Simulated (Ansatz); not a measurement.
Reaction (silylene formation by 1,1-elimination): `O[SiH](Cl)[SiH2][SiH3]` → `O[Si]Cl` + `[SiH3][SiH3]`

Calculated with Ansatz (gas phase, PBE0-D4/def2-TZVP geometries, no zero-point term in ΔE). CCSD(T)/CBS adds triple-zeta CCSD(T) − MP2 to the extrapolated MP2 energy (def2 sets, frozen cores). This one scheme is used for every species. Functionals use def2-TZVPP. B3LYP here is the variant with VWN-RPA as its local correlation; programs differ in this. HSE06 is defined as in plane-wave codes. Each species was taken in one conformer, which may not be the lowest.

```
             level  ΔE (kcal/mol)  difference from CCSD(T)/CBS
           BLYP-D4           26.4                         -5.9
         r2SCAN-D4           35.5                          3.2
           ωB97X-V           33.9                          1.6
            revPBE           26.1                         -6.2
              BLYP           20.8                        -11.5
             B3LYP           25.1                         -7.2
           r2SCANh           35.1                          2.8
           r2SCAN0           35.7                          3.4
             HSE06           32.8                          0.5
       HF/def2-SVP           27.6                         -4.7
     CCSD/def2-SVP           28.0                         -4.3
  CCSD(T)/def2-SVP           28.3                         -4.0
SCS-MP2/def2-TZVPP           30.8                         -1.5
CCSD(T)/def2-TZVPP           30.7                         -1.6
      HF/CBS(def2)           27.5                         -4.8
     MP2/CBS(def2)           34.9                          2.6
       CCSD(T)/CBS           32.3                            0
```

(1) What do rigid-rotor, harmonic-oscillator terms from PBE0-D4/def2-TZVP frequencies (298.15 K, 1 bar) make of the CCSD(T)/CBS value? (Best estimate.)

Largest T1 diagnostic among the species: 0.014.

Results:

(1) Ansatz gave: ΔZPE = -1.8 kcal/mol, ΔH = +30.6 kcal/mol, ΔS = 139 J/(mol·K), ΔG = +20.7 kcal/mol. Modes under 50 cm⁻¹ make the entropy rough.

In def2-TZVPP, CCSD(T) changes the Hartree–Fock value by +3.1 kcal/mol (the triples alone add +0.6 kcal/mol) and MP2 by +5.7 kcal/mol. From r2SCAN to r2SCAN0 (25 % exact exchange), in def2-TZVPP and without D4, ΔE moves by +1.1 kcal/mol. Leaving LDA and LC-ωPBE aside and taking each functional with its dispersion term where it has one, the values, not all of them listed here, spread over 10.3 kcal/mol, from BLYP-D4 to r2SCAN0-D4. LDA lies +6.9 kcal/mol from PBE without D4.

CCSD(T)/CBS has its own doubt, a few kJ/mol and more with outer-core shells, so smaller differences from it don't rank the levels.
